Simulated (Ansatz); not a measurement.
PBE exchange is replaced step by step with exact exchange (0 % is PBE, 25 % PBE0; no dispersion term), basis def2-SVP, Ansatz. System: `Sc1ccc(-c2ccc(-c3ccc(S)s3)s2)s1`. Total charge 0; singlet. Geometry: PBE-D4/def2-SVP.

Geometry of the singlet:

Cartesian coordinates in Å:
```
S 4.152 5.314 1.252
C 3.391 3.808 0.738
C 3.899 2.760 -0.021
C 2.954 1.716 -0.216
C 1.721 1.951 0.386
C 0.534 1.132 0.404
C -0.699 1.372 1.011
C -1.639 0.332 0.814
C -1.147 -0.728 0.053
C -1.803 -1.947 -0.351
C -1.320 -3.010 -1.111
C -2.262 -4.055 -1.309
C -3.484 -3.798 -0.701
S -4.893 -4.857 -0.728
S -3.468 -2.261 0.123
S 0.512 -0.415 -0.422
S 1.740 3.503 1.213
H 5.344 5.047 0.650
H 4.921 2.749 -0.423
H 3.167 0.803 -0.789
H -0.908 2.286 1.585
H -2.661 0.347 1.218
H -0.297 -3.028 -1.514
H -2.057 -4.970 -1.881
H -5.699 -4.051 0.017
```

| exact exchange (%) | HOMO (eV) | LUMO (eV) | gap (eV) |
| --- | --- | --- | --- |
| 0 | -4.39 | -2.41 | 1.98 |
| 10 | -4.73 | -2.20 | 2.53 |
| 15 | -4.90 | -2.10 | 2.81 |
| 25 | -5.26 | -1.88 | 3.38 |
| 35 | -5.61 | -1.65 | 3.96 |
| 50 | -6.15 | -1.30 | 4.85 |

(1) Fit a straight line to the column «gap (eV)» against the share of exact exchange and predict its value at 5 %.

## Answers

(1) With x = exact exchange (%) and y = gap (eV): mean x = 22.5, mean y = 3.252; Σ(x − x̄)(y − ȳ) = 94.07, Σ(x − x̄)² = 1638; slope b = 0.05743, intercept a = ȳ − b·x̄ = 1.96. The residuals of the fitted rows reach 0.02. At x = 5 the line gives 1.96 + (0.05743 × 5) = 2.25; the run gave 2.25, the same within rounding.
